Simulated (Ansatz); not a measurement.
Problem. Name a neutral molecule of C, Li and H with size of the dipole moment (PBE/def2-TZVPP) between 6.40 and 6.70 D and HOMO energy (ωB97M-V/def2-TZVPP) between -8.05 and -7.75 eV (Ansatz, PBE0-D4/def2-TZVP geometry).

Solution. `[Li][c]1ccccc1` (6.46 D, -7.82 eV). Other molecules can fit too; these were computed, each in one conformer that needn't be the lowest.
